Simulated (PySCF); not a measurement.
# Dipole moment and polarisability of `FC(F)(F)c1ccsc1`

Compound: C5H3F3S.
Numbering: `[F:1][C:2]([F:3])([F:4])[c:5]1[cH:6][cH:7][s:8][cH:9]1` (hydrogens: H10 on C6; H11 on C7; H12 on C9)

Cartesian coordinates in Å at the GFN2-xTB level; atoms count from 1:
```
atom  x, y, z in Å
F1    -1.7535   -1.6099    0.6487
C2    -1.6358   -0.3971    0.0838
F3    -2.4503    0.4254    0.7616
F4    -2.1608   -0.5113   -1.1528
C5    -0.2238    0.0818    0.0568
C6     0.8672   -0.7565   -0.2876
C7     2.0452   -0.0862   -0.2591
S8     1.8444    1.5628    0.1805
C9     0.1544    1.3630    0.3312
H10    0.7589   -1.7966   -0.5341
H11    3.0257   -0.4624   -0.4703
H12   -0.4705    2.1862    0.6153
```

Level: CAM-B3LYP/def2-SVPD (PySCF), static field, nuclei fixed, core orbitals frozen in the response. The polarisability tensor in these axes (au):

```
x   88.88  7.89 -2.15
y    7.89 80.75  6.20
z   -2.15  6.20 54.84
```

Question: What are the eigenvalues, a third of the trace, and Δα (Δα² = ½Σ(αi − αj)² over the three pairs)?

Answer: Principal values 53.01, 77.72 and 93.75 au; mean 74.83 au = 11.09 Å³ = 12.34 × 10⁻⁴⁰ C²·m²/J; Δα = 35.55 au (48 % of the mean).

Question: What is the dipole moment, and where does it point?

Answer: (2.58, 0.68, -0.07) D, 2.67 D in size, pointing from the negative to the positive side. Measured along this direction, the outermost atoms are F3 and F4 at the negative end and H11 at the positive end.

Question: Rayleigh depolarisation ratio (linearly polarised light, static tensor)?

Answer: ρ = 3Δα²/(45ᾱ² + 4Δα²) = 3791.5/(251950 + 5055.4) = 0.0148.

Question: Estimate the molar refractivity from the static electronic polarisability.

Answer: Lorentz–Lorenz: R = (4π/3)N_A α = 2.5225 cm³/(mol·Å³) × 11.09 Å³ = 28.0 cm³/mol, in the limit of long wavelengths.

Question: Sum over states: ᾱ = Σ f/ω², ω in Eh. What share falls to these 8 lowest TDDFT singlets (eV, f)? 5.88, 0.0710; 6.01, 0.0884; 6.53, 0.0013; 6.61, 0.0026; 7.20, 0.0024; 7.50, 0.0331; 7.59, 0.3431; 7.63, 0.2196.

Answer: They add up to 11.07 au, 14.8 % of the 74.83 au; the largest single term is 4.41 au, from the state at 7.59 eV. Terms in order: 1.52, 1.81, 0.02, 0.04, 0.03, 0.43, 4.41, 2.79 au. Higher excitations give the rest. The strengths listed sum to 0.761.

Question: Along which axes do the principal values lie, and how far do the nuclei extend along each?

Answer: Largest value along (0.85, 0.53, 0.04), where the nuclei span 4.71 Å; middle along (-0.52, 0.81, 0.27), 4.26 Å; least along (0.11, -0.25, 0.96), 2.05 Å. The response follows the extents in order.

Question: In a dilute gas of rigid molecules at 250 K, how does the orientational term μ²/3kT compare with the electronic polarisability?

Answer: In Gaussian units μ²/3kT = 69.06 Å³ against 11.09 Å³, a ratio of 6.23; the Debye molar polarisation (4π/3)N_A(α + μ²/3kT) is 202.2 cm³/mol, leaving out the vibrational part.

Isolated species at its GFN2-xTB geometry, gas phase.
